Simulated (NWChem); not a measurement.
System: BHOI₂; SMILES IB(I)O

```xyz
5

B      0.8434     0.0436     0.0000
I     -0.1666    -1.8687     0.0000
I     -0.2696     1.8757     0.0000
O      2.1880     0.1252     0.0000
H      2.6261    -0.7485     0.0000
```
Atoms are numbered in this order, from 1.

Level: PBE-D3(BJ)/def2-SVP with def2 effective core potentials on I (NWChem), optimised geometry, unscaled harmonic frequencies. def2 effective core potentials on I; no spin-orbit coupling.

List the harmonic frequencies with IR intensities, and the thermochemistry.


```tsv
frequency (cm⁻¹)	IR intensity (km/mol)
115	0.1
263	6.3
344	4.0
389	2.6
548	98.6
662	266.9
1018	359.5
1326	220.6
3690	82.8
```

The zero-point energy is 11.9 kcal/mol. The thermal correction to the enthalpy at 298.15 K (with zero-point energy) is 15.7 kcal/mol and the heat capacity Cv is 15.3 cal/(mol K). The entropy at 298.15 K and 1 atm (symmetry number 1) comes out as 80.6 cal/(mol K).

Rigid rotor and harmonic oscillator.
